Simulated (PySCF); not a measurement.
Si(F)4(OH2)2 (F4H4O2Si), SMILES O->[Si](<-O)(F)(F)(F)F (connectivity only; charge and spin as stated), neutral, multiplicity 1. Atoms are numbered in the order given.

```xyz
11

Si     0.0000     0.0000    -0.2347
F     -0.0586     1.6240     0.0848
F      0.0586    -1.6240     0.0848
F     -1.2691    -0.0506    -1.2615
F      1.2691     0.0506    -1.2615
O     -1.3510    -0.0345     1.2542
H     -2.0132    -0.6899     0.9917
H     -1.7750     0.8354     1.2082
O      1.3510     0.0345     1.2542
H      2.0132     0.6899     0.9917
H      1.7750    -0.8354     1.2082
```
Charge 0, spin multiplicity 1.

Coordinates come from a PBE0-D3(BJ)/def2-SVP optimisation. The values are those of a single conformer.

Two levels are set side by side: PBE/pcSseg-1 (PySCF) and PBE0/pcSseg-1 (PySCF). GIAO shifts against CFCl3 (¹⁹F), H2O (¹⁷O), TMS (²⁹Si), TMS (¹H) at the same level; non-relativistic, no solvent, atoms listed together averaged. Differences are taken from unrounded values.

```tsv
quantity	PBE
δ(²⁹Si) of Si1 (ppm)	-151.7
δ(¹⁷O) of O6, O9 (ppm)	83.9
```

Problem. These are the PBE values. What does PBE0 give? (Estimate from the structure and the level; the computed values follow.)

Solution. 
```tsv
quantity	PBE0	PBE minus PBE0
δ(²⁹Si) of Si1 (ppm)	-156.1	4.4
δ(¹⁷O) of O6, O9 (ppm)	76.4	7.5
```

Rough cost on one machine, each run with all the roots and properties that it gave: PBE0 against PBE within a factor of 2.
